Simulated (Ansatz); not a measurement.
Stepwise reaction of `[NH2][Sn][NH2]` with hydrogen fluoride, as a gas-phase model of exchange steps in deposition or etching. ΔE in kJ/mol; ΔG adds harmonic PBE0-D4 terms to CCSD(T)/CBS, at 1 bar.

Isolated molecules relaxed with PBE0-D4/def2-TZVP in Ansatz; ΔE leaves out vibrations. CBS: MP2 limit from def2 TZ/QZ plus the TZ coupled-cluster correction, frozen cores. This one scheme is used for every species. DFT in def2-TZVPP. B3LYP here is the variant with VWN-RPA as its local correlation; programs differ in this. def2 core potentials past Kr. For Sn outer-core shells are correlated without core-valence functions, which leaves a few kJ/mol of doubt a bond. One conformer a species, not always the lowest.

```tsv
step	reaction	PBE-D4	B3LYP-D4	ωB97M-V	CCSD(T)/CBS	ΔG(400 K)
1	`[NH2][Sn][NH2]` + H–F → `[NH2][Sn][F]` + NH₃	-83.3	-85.4	-82.9	-75.9	-73.7
2	`[NH2][Sn][F]` + H–F → `[F][Sn][F]` + NH₃	-68.4	-70.1	-68.8	-62.7	-59.8
```

**Question.** By hand: ΔE of the 2 steps together at CCSD(T)/CBS.

**Answer.** (-75.9) + (-62.7) = -138.6 kJ/mol, or -69.3 kJ/mol a step.

In ΔE each step is higher than the one before. All are downhill at CCSD(T)/CBS. ΔG lies between -73.7 and -59.8 kJ/mol a step. PBE-D4 differs from CCSD(T)/CBS by -7.4 to -5.7 kJ/mol a step. Isolated molecules leave out the surface, adducts and barriers. Largest T1 diagnostic: 0.017.
